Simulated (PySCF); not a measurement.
Method: PBE-D3(BJ)/def2-TZVP // B3LYP-D3(BJ)/def2-TZVP in PySCF. Isolated molecules, 0 K electronic values unless said otherwise. One relaxed conformer stands for a flexible species; it need not be the lowest. Excitations are Tamm–Dancoff values on a coarser integration grid. The basis has no diffuse functions, so Rydberg states are missing or too high.

Reference species (SMILES): `B1BO1` (neutral, multiplicity 1).

- S1 oscillator strength = 0.015
- T1 excitation (TDA) = 2.97 eV
- S1 excitation (TDA) = 4.02 eV
- HOMO–LUMO gap = 3.56 eV

Changed species: `B(=B\[H])/O` (B–B–O–H torsion 180°).

**Question.** What does the change do to the S1 oscillator strength, T1 excitation (TDA), S1 excitation (TDA) and HOMO–LUMO gap?

**Answer.** the S1 oscillator strength stays essentially unchanged; the T1 excitation (TDA) falls by 0.05 eV, to 2.92 eV; the S1 excitation (TDA) decreases by 0.91 eV, to 3.11 eV; the HOMO–LUMO gap falls by 4.20 eV, to -0.64 eV.
